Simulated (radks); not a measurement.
Spherical quantum dot in the effective-mass picture: electrons in a well V = -V0 / (1 + exp((r - R)/a)) with V0 = 28, R = 1.93, a = 0.059, with a point charge +2 (a donor) at the centre, all in effective atomic units (hartree* = m*/eps^2 hartree, bohr* = eps/m* bohr), one dielectric constant everywhere. Calculated with a radial shooting solver with Libxc functionals: non-relativistic Kohn-Sham, LDA (Slater exchange, Perdew-Wang correlation), spin-polarised, spherical densities. Levels are named by radial order and angular momentum (1s, 1p, 1d, 2s, ...), and open shells are averaged over m. Results are scaled to m* = 0.089 and eps = 17.1, for which hartree* = 8.282 meV and bohr* = 10.17 nm.

N = 32, configuration 1s2 1p6 1d10 2s2 1f(up 7, down 5). This is the lowest configuration that the search found. Occupied and some empty levels:

level,occupation,eigenvalue (meV),<r> (nm)
1s up,1,-63.203,11.96
1s down,1,-62.957,11.92
1p up,3,-55.676,13.84
1p down,3,-55.370,13.83
1d up,5,-45.615,14.59
1d down,5,-45.290,14.58
2s up,1,-40.933,8.753
2s down,1,-40.807,8.785
1f up,7,-32.540,15.13
1f down,5,-32.206,15.13
1g up,0,-16.648,15.58
1g down,0,-16.311,15.58
2p up,0,-14.995,10.78
2p down,0,-14.835,10.78

Energy (meV): total -4074.07, kinetic 1006.8, external -7616.0, Hartree 2760.7, exchange-correlation -225.61.
